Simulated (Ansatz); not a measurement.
A run on C$_{3}$H$_{6}$BrN (`N/C=C/CBr`) with other settings.

```yaml
crystal:
  periodic: [false, false, false]
  atoms:
    - {symbol: N, position_ang: [-1.187912, 1.423641, 1.663724]}
    - {symbol: C, position_ang: [-0.487166, 0.496111, 0.402533]}
    - {symbol: C, position_ang: [0.682940, -0.129163, 0.139973]}
    - {symbol: C, position_ang: [1.038375, -1.306835, -0.841470]}
    - {symbol: Br, position_ang: [1.259081, -0.467359, -2.734382]}
    - {symbol: H, position_ang: [-0.262750, 2.049575, 1.823908]}
    - {symbol: H, position_ang: [-1.633616, 1.503808, 1.437030]}
    - {symbol: H, position_ang: [-1.444488, -0.336448, 0.260286]}
    - {symbol: H, position_ang: [1.681605, 0.282093, 0.227035]}
    - {symbol: H, position_ang: [-0.298911, -1.627362, -1.090235]}
    - {symbol: H, position_ang: [1.560312, -1.784431, -0.862019]}
basis:
  gaussian: {orbitals: def2-mTZVP, final_grid: {core_spheres: 5, valence_spheres: 4, degree: 11}}
hamiltonian: {xc: {name: B97M-V}}
```

```sh
$ ansatz run in.yaml --threads 4 --pin off --events-out ev --progress --plain --max-ram 10444MiB
```

It prints (some lines left out):

```
Functional definition: B97M-V
1320 factors; their error is unknown
mean field evaluation 1: about -74679.1117 eV, gradient 9.9e1 eV
mean field evaluation 2: about -74616.6279 eV, gradient 1.5e2 eV
mean field evaluation 4: about -74698.1662 eV, gradient 2.8e1 eV
mean field evaluation 8: about -74700.3610 eV, gradient 4.3e-1 eV
mean field evaluation 16: about -74700.3198 eV, gradient 1.3e-2 eV
mean field -74700.31976818 eV, -2745.1861177852 hartree, gradient 3.1e-5 eV, S^2 0.000000; 0 other end points of the search recorded, 0 dependent functions left out
reference -74700.31980673 eV, -2745.1861192018 hartree; 33, 33 occupied and 97, 97 virtual orbitals, 1320 factors
Total energy: -74700.31980673 eV, -2745.1861192018 hartree
```

It took 1.6 s on 4 threads of an Intel Xeon Platinum 8488C on a shared host, with 0.49 GiB of host memory at the peak.
